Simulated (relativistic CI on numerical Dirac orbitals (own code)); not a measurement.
Level scheme of Gd31+

Method of calculation: Dirac-Coulomb-Breit CI, orbitals from a KLI potential per configuration, QED by a radiative potential, unscaled Slater integrals (own radial code, finite nucleus).

Configuration list (outside the closed core [Ar] 3d10): 4s²4p³, 4s4p⁴, 4s²4p²4d, 4p⁵, 4s4p³4d, 4s²4p²4f, 4s4p³4f, 4p⁴4d, 4s4p²4d², 4s²4p4d4f, 4p⁴4f, 4s²4p²5s, 4p³4d4f, 4s4p²4f², 4p⁴5s, 4s²4p²5p, 4s4p²4d5s, 4s²4p4f5s, 4s4p³5s, 4s²4p²5d, 4s4p³5p, 4s²4p²5f, 4s²4p²5g, 4s4p³5d, 4p³4f5s, 4s²4p²6s, 4s4p³5f, 4s²4p4d², 4s²4d³, 4s4p4d³, 4s²4d²4f, 4s4p4d²4f, 4s²4d²5s, 4p³4d², 4p²4d³, 4p²4d²4f, 4p²4d²5s, 4s²4p4f², 4s²4d4f², 4s4p4d4f², 4s²4f³, 4s4p4f³, 4s²4f²5s, 4p³4f², 4p²4d4f², 4p²4f³, 4p²4f²5s, 4s4p²4d4f, 4s4p4d4f5s, 4s²4p4d5s, 4s4p4d²5s, 4s²4d4f5s, 4s²4d5s², 4p³4d5s, 4p²4d4f5s, 4p²4d5s², 4s4p²4f5s, 4s4p4f²5s, 4s4p4f5s², 4s²4p5s², 4s4p4d5s², 4s²4f5s². Double excitations out of closed p, d and f shells are left out; levels of such configurations are missing from the list, as are those of other unlisted configurations, and high levels can miss mixing partners. These lack a partner that the ground configuration has and come out too high: 4s²4p²5p, 4s²4p²5d, 4s4p³5p, 4s²4p²5f, 4s²4p²5g.

The lowest level is 4s²4p³ ²P°3/2, with 43 % of that term; Hund's rules for 4s²4p³ give ⁴S° with J = 3/2, of which the calculation keeps J, while another term leads.

```
No.  Configuration  Term    J  E (cm⁻¹)   %  Next component (%)  Landé g  Lifetime (s)
  1         4s²4p³   ²P°  3/2         0  43              31 ⁴S°    1.403              
  2         4s²4p³   ⁴S°  3/2    307905  52              46 ²D°    1.437      1.68e-06
  3         4s²4p³   ²D°  5/2    344169  98       1 4s4p³4d ²D°    1.197      8.41e-06
  4         4s²4p³   ²P°  1/2    389548  98      1 4s²4p4d² ²P°    0.662      2.10e-06
  5         4s²4p³   ²P°  3/2    703067  54              28 ²D°    1.287      7.51e-07
  6          4s4p⁴    ⁴P  5/2    885497  71               20 ²D    1.502      5.51e-11
  7       4s²4p²4d    ²D  3/2    936981  25               23 ⁴F    0.945      8.76e-11
  8          4s4p⁴    ²S  1/2    995096  50               39 ⁴P    2.218      1.10e-11
  9          4s4p⁴    ²D  3/2   1030770  22               21 ⁴P    1.039      5.91e-12
 10       4s²4p²4d    ⁴F  5/2   1083030  26               26 ⁴D    1.193      7.69e-12
 11          4s4p⁴    ⁴P  3/2   1214571  52               21 ²D    1.424      2.38e-11
 12          4s4p⁴    ²D  5/2   1250061  32      21 4s²4p²4d ⁴F    1.167      1.22e-10
 13       4s²4p²4d    ²P  3/2   1256367  34               28 ⁴F    1.018      1.05e-10
 14       4s²4p²4d    ⁴D  1/2   1257721  62               18 ²P    0.451      5.75e-11
 15       4s²4p²4d    ²F  5/2   1279827  43         24 4s4p⁴ ²D    1.045      4.40e-11
 16       4s²4p²4d    ²G  7/2   1298711  38               30 ⁴F    1.078      6.24e-09
 17       4s²4p²4d    ⁴D  7/2   1337286  48               34 ⁴F    1.311      3.15e-09
 18          4s4p⁴    ²P  1/2   1346397  31      23 4s²4p²4d ⁴D    1.110      3.83e-12
 19          4s4p⁴    ²P  3/2   1373206  28      21 4s²4p²4d ⁴D    1.147      2.94e-12
 20       4s²4p²4d    ²G  9/2   1375965  54               45 ⁴F    1.209      8.18e-05
 21       4s²4p²4d    ⁴P  5/2   1389595  37               22 ²F    1.261      1.85e-12
 22       4s²4p²4d    ²P  3/2   1399960  28               27 ²D    1.135      1.45e-12
 23       4s²4p²4d    ⁴P  1/2   1431644  34               34 ²S    1.996      1.35e-12
 24       4s²4p²4d    ⁴D  5/2   1436172  39               21 ²F    1.205      2.12e-12
 25       4s²4p²4d    ²P  3/2   1455312  43               25 ⁴P    1.447      1.83e-12
 26       4s²4p²4d    ²G  7/2   1458034  38               35 ²F    1.080      4.97e-12
 27       4s²4p²4d    ²D  5/2   1492689  51               26 ²F    1.175      1.57e-12
 28       4s²4p²4d    ²D  3/2   1496244  68                9 ⁴F    0.856      3.89e-12
 29       4s²4p²4d    ²P  1/2   1529952  68               12 ²S    1.028      1.98e-12
 30          4s4p⁴    ²P  1/2   1642221  26      23 4s²4p²4d ²S    1.572      7.12e-12
 31       4s²4p²4d    ²F  7/2   1692514  47               41 ⁴D    1.263      3.76e-11
 32       4s²4p²4d    ²P  1/2   1702390  53               27 ⁴P    1.183      1.70e-12
 33       4s²4p²4d    ⁴F  9/2   1705294  54               45 ²G    1.230      1.37e-06
 34       4s²4p²4d    ²D  3/2   1709427  38               26 ⁴P    1.162      1.27e-12
 35       4s²4p²4d    ²D  5/2   1714694  31               22 ²F    1.209      1.36e-12
 36       4s²4p²4d    ²F  7/2   1744012  70               20 ²G    1.096      1.29e-12
 37       4s²4p²4d    ²D  3/2   1783621  57               25 ²P    0.962      1.49e-12
 38       4s²4p²4d    ²D  5/2   1794718  80               12 ⁴D    1.204      3.74e-10
 39        4s4p³4d   ⁶D°  5/2   1834017  34              26 ⁴D°    1.349      5.40e-11
 40        4s4p³4d   ⁶D°  1/2   1836886  49              36 ⁴P°    2.735      6.96e-11
 41        4s4p³4d   ⁶D°  3/2   1836998  41              19 ⁴D°    1.460      4.10e-11
 42        4s4p³4d   ⁶D°  7/2   1848773  36              23 ⁴F°    1.371      1.06e-10
 43       4s²4p²4d    ²S  1/2   1855646  25               16 ⁴P    1.756      1.41e-12
 44       4s²4p²4d    ²D  3/2   1863278  51               33 ²P    1.101      1.84e-12
 45       4s²4p²4d    ²D  5/2   1891050  52               33 ²F    1.126      1.40e-12
```

Energies count from the lowest computed level; ° marks odd parity; lifetimes are radiative, by E1, M1, E2, M2, E3 decay to levels of this space only.

The mean weight of the leading LS term, summed over parents, in these 45 levels is 47 %, and that of the leading jj configuration (from the same eigenvectors) 76 %, so jj coupling describes them better and the LS labels are nominal.

At this charge energies of transitions that change n are usually good to better than 1 %, and those within a shell (Δn = 0) to a few per cent.

LS names give the leading component of a level, which can be under half, so a name can repeat, a term be missing and a line seem to break the LS rules.
